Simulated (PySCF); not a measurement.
Compound: C4H10Ge.
Cartesian coordinates in Å at the PBE0-D3(BJ)/def2-SVP level; atoms count from 1:
```
atom  x, y, z in Å
C1    -1.1975    0.6005    0.9266
C2    -0.5870   -0.1957    0.0382
C3    -1.1559   -1.5283   -0.3530
C4     0.7100    0.1858   -0.6105
Ge5    2.2752   -0.6622    0.2372
H6    -2.1312    0.3012    1.4099
H7    -0.7819    1.5746    1.1998
H8    -0.4349   -2.3421   -0.1689
H9    -2.0787   -1.7556    0.1978
H10   -1.3833   -1.5513   -1.4327
H11    0.7220   -0.1012   -1.6751
H12    0.8776    1.2725   -0.5598
H13    2.3946   -0.1783    1.6939
H14    3.5553   -0.2804   -0.5342
H15    2.1387   -2.1976    0.2310
```

Theory: delta-SCF UKS SCAN, pcX-2 on the ionised atom, pcseg-1 elsewhere, spin-free X2C (PySCF). These are vertical core ionisation energies against the vacuum level, from separate self-consistent calculations with and without the core hole.

Some binding energies are withheld.

```tsv
atom(s)	bonded to	level	binding energy (eV)
C1	C (double bond) and 2 H	C 1s	?
C2	C (double bond) and 2 C	C 1s	290.57
C3	C and 3 H	C 1s	290.70
C4	C, 2 H and Ge	C 1s	?
```

Q: What is the C 1s binding energy of C4?

A: 290.34 eV (sp3 carbon bound to germanium). The nearest listed C 1s value is that of C2; the shift against it is -0.23 eV.

Q: What is the C 1s binding energy of C1?

A: 289.56 eV (terminal =CH2 carbon). The nearest listed C 1s value is that of C2; the shift against it is -1.01 eV.

The listed C 1s values span 1.14 eV, from C1 (bonded to C (double bond) and 2 H) to C3 (bonded to C and 3 H). The widest gap between neighbouring values is 0.78 eV, between 289.56 and 290.34 eV. Summing the Pauling electronegativity differences to the bonded atoms, each weighted by its formal bond order, gives -0.70 for the lowest site and -1.05 for the highest; the largest sum, 0.00, belongs to C2, 0.13 eV below the top. The smallest sum, -1.24, belongs to C4, 0.78 eV above the lowest.

Q: What is the longest wavelength that can ionise C 1s of C3 vertically?

A: λ = hc/E = 12398.42 eV Å / 290.70 eV = 42.650 Å.

The unrestricted hole states depart most from a pure doublet (⟨S²⟩ = 0.75; over 0.85 named) for C 1s of C2 (0.87), which makes this value less certain. No level of germanium is listed. One conformer (not necessarily the lowest) at the PBE0-D3(BJ)/def2-SVP geometry, without solvent, vibrations or thermal averaging.
